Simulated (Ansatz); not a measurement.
Energy profile

The step: SiH₃Cl ([SiH3][Cl]) + SiH₄O ([OH][SiH3]) → Si₂H₅ClO ([SiH3][O][SiH2][Cl]) + H₂; bonds formed: Si1–O7, H2–H6; bonds broken: Si1–H2, H6–O7 (atoms numbered as in the saddle structure below).

Si1  (-0.383, -0.540, -1.298)
H2  (1.269, -0.886, -1.368)
H3  (-0.747, -1.957, -1.522)
H4  (-1.637, 0.134, -0.847)
Cl5  (-0.127, 0.559, -3.049)
H6  (1.195, -0.593, -0.284)
O7  (0.343, -0.293, 0.389)
Si8  (0.070, 0.697, 1.720)
H9  (-0.134, 2.089, 1.259)
H10  (-1.127, 0.198, 2.432)
H11  (1.278, 0.592, 2.569)
(Å)

Electronic energies by CCSD(T) at an estimated basis limit (MP2 extrapolated from triple and quadruple zeta, plus CCSD(T) − MP2 in triple zeta), on PBE0-D4/def2-TZVP structures; Si2H7ClO, closed shell; no counterpoise correction. Program: Ansatz 0.2.0. Basis: def2-TZVPP and def2-QZVPP. Cores are frozen in the correlated methods. Extrapolation: Hartree–Fock as exp(−7.88 √X), correlation as X^−2.97.

Q: Give the profile in kcal/mol, counted from the separated reactants. (An estimate is asked for; the value comes from the calculation.)

A: Computed:
| point | kcal/mol |
| --- | --- |
| separated: SiH3Cl (linked as [SiH3][Cl]; Si1, H2, H3, H4, Cl5; singlet) + SiH4O (linked as [OH][SiH3]; H6, O7, Si8, H9, H10, H11; singlet) | 0.00 |
| start structure | -3.53 |
| saddle | 34.63 |
| end structure | -25.59 |
| separated: Si2H5ClO (linked as [SiH3][O][SiH2][Cl]; Si1, H3, H4, Cl5, O7, Si8, H9, H10, H11; singlet) + H2 (H2, H6; singlet) | -24.75 |

The T1 diagnostic stays at or below 0.012.

For scale, one of the runs: CCSD(T)/def2-TZVPP, 255 basis functions, launched by `ansatz run in.yaml --threads 4 --pin off --events-out ev --progress --plain --max-ram 9574MiB`. The run took 91 s on 4 CPU threads of an Arm Neoverse V2 (shared host), with 5.2 GiB of host memory at its peak.
